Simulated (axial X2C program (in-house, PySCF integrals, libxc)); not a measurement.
# Spin–orbit effects down a group: molecules with Ge, PBE0

Computed with an in-house relativistic program for diatomic molecules, spin-free (one-electron X2C) or two-component (2c: spin–orbit coupling with atomic mean-field Coulomb and Gaunt terms, which also bring small scalar terms), in Dyall basis sets with cores contracted in-house; open shells are unrestricted.

Basis sets: Ge dyall-cv3z, Ge dyall-v3z, O dyall-av3z, S dyall-av3z, Se dyall-v3z, Te dyall-cv3z.

```tsv
molecule	spin-free state	Re (Å)	ωe (cm⁻¹)	De (eV)	2c state	Re 2c (Å)	ωe 2c (cm⁻¹)	De 2c (eV)
GeO	M_S = 0, Λ = 0	1.616	1026.3	6.59	Ω = 0	1.616	1025.7	n/a
GeS	M_S = 0, Λ = 0	2.011	586.4	5.58	Ω = 0	2.012	585.9	n/a
GeSe	M_S = 0, Λ = 0	2.134	413.2	5.05	Ω = 0	2.135	412.3	n/a
GeTe	M_S = 0, Λ = 0	2.336	332.5	4.34	Ω = 0	2.340	329.7	n/a
```

Q: Work out the shifts from the spin-free to the two-component result.

A: 

```json
{"molecule": "GeO", "2c state": "Ω = 0", "ΔRe (Å)": "0.000", "Δωe (cm⁻¹)": "-0.6", "ΔDe (eV)": "n/a"}
{"molecule": "GeS", "2c state": "Ω = 0", "ΔRe (Å)": "0.001", "Δωe (cm⁻¹)": "-0.5", "ΔDe (eV)": "n/a"}
{"molecule": "GeSe", "2c state": "Ω = 0", "ΔRe (Å)": "0.001", "Δωe (cm⁻¹)": "-0.9", "ΔDe (eV)": "n/a"}
{"molecule": "GeTe", "2c state": "Ω = 0", "ΔRe (Å)": "0.004", "Δωe (cm⁻¹)": "-2.8", "ΔDe (eV)": "n/a"}
```

Shifts of one unit in the last digit are rounding.

Each entry is the lowest single determinant of a limited PBE0 search at one distance. De goes to single-determinant-based atoms at the same level (for ions the charge split of lowest energy) and is withheld (n/a) where an atom does not fit its ground term or J level. Main or longest-lived isotopes. The functionals have no current term, which raises determinants with orbital currents.
